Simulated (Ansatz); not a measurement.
Spectroscopic constants of LaCl, multiplicity 3 (an upper state: multiplicity 1 came lower at CCSD(T)/def2-TZVPP on PBE0 minima). No spin–orbit coupling.

Seven points along R, fitted to fifth degree in 1/R; most abundant isotopes. In def2 and cc sets the state is the lowest found near the PBE0 minimum, followed along R.

Correlated levels freeze the inner cores; with def2 sets outer-core shells near the valence are correlated too.

Codes used: Ansatz (Gaussian orbitals). Values without a source in brackets are computed. In def2 rows elements past Kr take small-core potentials, without spin–orbit coupling.

Q: What bond length and harmonic frequency does PBE0/def2-TZVPP give?

A: r_e = 2.566 Å, ω_e = 324 cm⁻¹.

Q: What bond length and harmonic frequency does CCSD/def2-TZVPP give?

A: r_e = 2.596 Å, ω_e = 318 cm⁻¹.

Q: What bond length and harmonic frequency does CCSD(T)/def2-TZVPP give?

A: r_e = 2.589 Å, ω_e = 320 cm⁻¹.

Ansatz is a program for electronic structure.
